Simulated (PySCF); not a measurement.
## Calculated data, BHO2Si, BF2H2Si, CH4B2F, CH3AlCl and others

Calculation on a computer-drawn molecule: optimised geometry and harmonic frequencies of an isolated molecule of the commonest isotopes, restricted reference for singlets and unrestricted otherwise, frozen core in MP2. Program: PySCF 2.14.0.

(1) BHO2Si

Start structure:
```xyz
5
BHO2Si
O     -2.5997     0.2682     0.9824
B     -1.5284     0.0187     1.2119
O     -0.2651    -0.3355     1.4845
Si     1.1930    -0.8271     2.0117
H      0.7600    -1.8542     2.9675
```

Settings of this run: charge 0, multiplicity 1, method HF and basis cc-pV(D+d)Z.

The calculation gives: rotational constants 62.85, 2.823, 2.701 GHz; total energy -464.0198 hartree; convergence status largest gradient component 3.816e-05 hartree/bohr.

Drawn bonds:
```csv
atom,other atom,order
1,2,2
2,3,1
3,4,1
4,5,1
```

Optimised structure:
```xyz
5
BHO2Si
O     -2.5711     0.0156     1.2180
B     -1.3770    -0.0320     1.2444
O     -0.0674    -0.0702     1.2599
Si     1.2135    -0.8747     2.0247
H      0.3617    -1.7686     2.9111
```

Modes:
```csv
frequency (cm⁻¹),reduced mass (dalton)
111.3,7.778
183.8,1.51
556.3,10.98
588,11.03
667.4,15.17
959.3,1.131
1182,15.87
2118,1.07
2209,9.39
```

(2) BF2H2Si

Start structure:
```xyz
6
BF2H2Si
B      1.4155     1.1683    -0.7322
Si     2.5330     0.0052     0.2271
F      3.1630     0.1575     1.6933
F      3.2794    -1.3378    -0.1784
H      0.2473     1.0598    -0.7174
H      1.7870     2.0950    -1.4548
```

Settings of this run: charge 1, multiplicity 1, method HF and basis cc-pV(D+d)Z.

It finds rotational constants 7.671, 5.653, 3.354 GHz; total energy -513.4416 hartree; convergence status largest gradient component 3.067e-05 hartree/bohr.

Drawn bonds:
```csv
atom,other atom,order
1,2,1
2,3,1
2,4,1
1,5,1
1,6,1
```

Optimised structure:
```xyz
6
BF2H2Si
B      1.3718     1.2096    -0.7761
Si     2.6322    -0.0256     0.2740
F      3.0940     0.2616     1.7249
F      3.2175    -1.3385    -0.3045
H      0.2136     0.9881    -0.6573
H      1.8961     2.0528    -1.4234
```

Modes:
```csv
frequency (cm⁻¹),reduced mass (dalton)
118,1.042
170.7,5.042
242,4.664
314.6,12.39
554.2,7.593
721.3,1.331
935.8,1.345
1001,17.56
1112,18.4
1191,1.1
2768,1.039
2919,1.139
```

(3) CH4B2F

Start structure:
```xyz
8
CH4B2F
B     -1.3005    -0.2328     0.2339
C     -0.6269     0.9455     1.0167
B      0.8326     0.5252     0.6557
F      1.4752    -0.3258     1.3900
H     -1.0846    -0.8622    -0.6927
H     -0.8449     0.8929     2.1040
H     -0.9413     1.8844     0.6211
H      1.3489     0.9369    -0.3689
```

Here we set charge 0, multiplicity 2, method HF and basis cc-pVDZ.

Results for CH4B2F: rotational constants 24.11, 4.305, 4.211 GHz; total energy -188.9998 hartree; spin squared 0.7534; convergence status largest gradient component 1.629e-05 hartree/bohr.

Drawn bonds:
```csv
atom,other atom,order
1,2,1
2,3,1
3,4,1
1,5,1
2,6,1
2,7,1
3,8,1
```

Optimised structure:
```xyz
8
CH4B2F
B     -1.4942    -0.2982     0.2565
C     -0.5962     0.7362     1.0114
B      0.9280     0.5423     0.7058
F      1.7469     0.1051     1.6612
H     -1.4503    -0.5590    -0.9133
H     -0.8092     0.7989     2.0796
H     -0.8845     1.6862     0.5272
H      1.4181     0.7525    -0.3687
```

Modes:
```csv
frequency (cm⁻¹),reduced mass (dalton)
69.43,3.353
260.1,1.341
292.1,2.632
432.4,2.773
682.3,1.269
813.4,1.267
882,1.469
1000,2.216
1056,2.294
1118,1.831
1166,1.513
1231,1.792
1403,2.674
1511,1.16
2716,1.093
2735,1.094
3107,1.068
3243,1.091
```

(4) CH3AlCl

Start structure:
```xyz
6
CH3AlCl
C     -1.1027     0.1302     0.4453
Al    -1.3012    -1.7380     0.8413
Cl    -1.5096    -3.7005     1.2571
H     -1.0544     0.2671    -0.6374
H     -0.1829     0.5012     0.9033
H     -1.9588     0.6777     0.8464
```

It was run with charge 1, multiplicity 1, method MP2 and basis cc-pV(D+d)Z.

It finds rotational constants 153.8, 2.763, 2.763 GHz; total energy -741.1746 hartree; convergence status largest gradient component 3.227e-05 hartree/bohr.

Drawn bonds:
```csv
atom,other atom,order
1,2,1
2,3,1
1,4,1
1,5,1
1,6,1
```

Optimised structure:
```xyz
6
CH3AlCl
C     -1.1029     0.1290     0.4456
Al    -1.3007    -1.7332     0.8403
Cl    -1.5100    -3.7040     1.2579
H     -1.0543     0.2647    -0.6488
H     -0.1730     0.5013     0.9093
H     -1.9689     0.6799     0.8518
```

Modes:
```csv
frequency (cm⁻¹),reduced mass (dalton)
135.8,5.116
135.8,5.118
484.8,6.743
727.9,1.237
728,1.237
789.4,10.5
1218,1.187
1413,1.05
1413,1.05
3077,1.031
3200,1.103
3200,1.103
```

(5) ClH2NOSi

Start structure:
```xyz
6
ClH2NOSi
N     -0.4854    -1.3579    -2.4653
Si    -0.1541    -0.2619    -1.4201
O     -1.0282     0.9541    -0.8224
Cl     1.6760    -0.2062    -0.5471
H     -1.3538    -1.4713    -2.9502
H     -0.6637     1.5430    -0.1771
```

Settings of this run: charge 0, multiplicity 1, method MP2 and basis cc-pV(D+d)Z.

The calculation gives: rotational constants 6.915, 3.78, 2.444 GHz; total energy -879.5701 hartree; convergence status largest gradient component 1.324e-05 hartree/bohr.

Drawn bonds:
```csv
atom,other atom,order
1,2,2
2,3,1
2,4,1
1,5,1
3,6,1
```

Optimised structure:
```xyz
6
ClH2NOSi
N     -0.4462    -1.4124    -2.4918
Si    -0.1617    -0.2619    -1.4237
O     -1.0720     0.9723    -0.8275
Cl     1.6720    -0.1935    -0.5386
H     -1.3722    -1.4348    -2.9288
H     -0.6292     1.5302    -0.1717
```

Modes:
```csv
frequency (cm⁻¹),reduced mass (dalton)
253.9,7.324
278.2,4.109
283,8.696
327.2,1.163
549.8,9.987
552.5,1.097
652.2,1.486
854.3,1.696
873.9,2.671
1197,6.679
3597,1.077
3867,1.067
```

(6) Cl2HNSi

Start structure:
```xyz
5
Cl2HNSi
N     -0.9918    -2.5293    -1.7072
Si    -0.9041    -0.9013    -2.1141
Cl     0.3477     0.0933    -3.1958
Cl    -2.2651     0.2662    -1.3357
H     -0.3397    -3.2541    -2.0854
```

Here we set charge 0, multiplicity 1, method HF and basis cc-pV(D+d)Z.

It finds rotational constants 4.788, 2.687, 1.721 GHz; total energy -1263.0441 hartree; convergence status largest gradient component 1.826e-05 hartree/bohr.

Drawn bonds:
```csv
atom,other atom,order
1,2,2
2,3,1
2,4,1
1,5,1
```

Optimised structure:
```xyz
5
Cl2HNSi
N     -0.9766    -2.5018    -1.7481
Si    -0.9228    -0.9861    -2.0731
Cl     0.3733     0.0743    -3.2162
Cl    -2.2875     0.2884    -1.3209
H     -0.3395    -3.2000    -2.0799
```

Modes:
```csv
frequency (cm⁻¹),reduced mass (dalton)
213.1,20.52
278.4,4.582
291,17.17
520.5,23.18
581.7,1.595
622.1,1.11
672.6,6.16
1290,7.347
3863,1.08
```
